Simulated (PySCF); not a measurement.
## How methods differ on the ionisation energy of Sc

Sc [Ar] 3d1 4s2 (2D) → Sc⁺ [Ar] 3d1 4s1 (3D), as a difference of total energies. Computed with PySCF 2.14 in x2c-SVPall (5s3p3d1f, 36 functions), with scalar relativity by spin-free X2C-1e. Correlated levels: valence: [Ar] frozen. The calculations carry no spin-orbit coupling.

```tsv
method	ionisation energy (eV)	error (eV)
UHF	5.406	-1.156
PBE0	6.444	-0.118
MP2 (valence)	6.006	-0.556
SCS-MP2 (valence)	6.123	-0.439
```

Reference: 6.562 eV (measured; NIST levels, between the centres of gravity of the two terms).

Errors of the correlated levels include the incompleteness of this basis and the frozen core.

MP2 underrates the near-degeneracy of ns² with np² in the lower species.
